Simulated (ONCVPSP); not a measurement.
## An all-electron radial function and its pseudo partner (scandium)

Columns: radius, all-electron u(r) and pseudo u(r) of the 3s shell (level -55.04 eV) of scandium in the configuration [Ne] 3s2 3p6 3d1 4s2; PBE, scalar-relativistic, ONCV scheme, ONCVPSP 4.0.1.

```json
{"r (bohr)": "0.103", "all-electron": "-0.0508", "pseudo": "0.1540"}
{"r (bohr)": "0.205", "all-electron": "-0.5354", "pseudo": "0.3039"}
{"r (bohr)": "0.308", "all-electron": "-0.4395", "pseudo": "0.4503"}
{"r (bohr)": "0.410", "all-electron": "-0.0584", "pseudo": "0.5875"}
{"r (bohr)": "0.513", "all-electron": "0.3605", "pseudo": "0.7137"}
{"r (bohr)": "0.615", "all-electron": "0.6948", "pseudo": "0.8208"}
{"r (bohr)": "0.718", "all-electron": "0.9207", "pseudo": "0.9044"}
{"r (bohr)": "0.820", "all-electron": "1.0394", "pseudo": "0.9584"}
{"r (bohr)": "0.923", "all-electron": "1.0756", "pseudo": "0.9821"}
{"r (bohr)": "1.025", "all-electron": "1.0521", "pseudo": "0.9756"}
{"r (bohr)": "1.128", "all-electron": "0.9899", "pseudo": "0.9411"}
{"r (bohr)": "1.230", "all-electron": "0.9067", "pseudo": "0.8826"}
{"r (bohr)": "1.332", "all-electron": "0.8137", "pseudo": "0.8054"}
{"r (bohr)": "1.435", "all-electron": "0.7180", "pseudo": "0.7165"}
{"r (bohr)": "1.538", "all-electron": "0.6258", "pseudo": "0.6257"}
{"r (bohr)": "1.640", "all-electron": "0.5409", "pseudo": "0.5409"}
{"r (bohr)": "1.743", "all-electron": "0.4632", "pseudo": "0.4632"}
{"r (bohr)": "1.845", "all-electron": "0.3948", "pseudo": "0.3947"}
{"r (bohr)": "1.948", "all-electron": "0.3342", "pseudo": "0.3341"}
{"r (bohr)": "2.050", "all-electron": "0.2821", "pseudo": "0.2821"}
{"r (bohr)": "2.153", "all-electron": "0.2369", "pseudo": "0.2369"}
{"r (bohr)": "2.255", "all-electron": "0.1987", "pseudo": "0.1986"}
{"r (bohr)": "2.358", "all-electron": "0.1659", "pseudo": "0.1659"}
{"r (bohr)": "2.460", "all-electron": "0.1385", "pseudo": "0.1384"}
{"r (bohr)": "2.562", "all-electron": "0.1154", "pseudo": "0.1154"}
{"r (bohr)": "2.665", "all-electron": "0.0958", "pseudo": "0.0958"}
```

Task: How many radial nodes do the two functions have?

Result: The all-electron 3s function has n − l − 1 = 2 (the table is too coarse to show those close to the nucleus); the pseudo-wave has 0, since the states of the same l below it are removed with the core.

Task: At about which radius was the pseudo-wave matched?

Result: 1.60 bohr, where the columns begin to agree (steps of 0.10 bohr).

Task: Where does each function peak?

Result: Outermost all-electron maximum near 0.92 bohr, pseudo maximum near 0.92 bohr (to the table’s step).

Task: Is the pseudo-wave norm-conserving?

Result: Yes: the ONCV scheme keeps the norm inside the radius equal to the all-electron one, which fixes the energy derivative of the logarithmic derivative at the level.
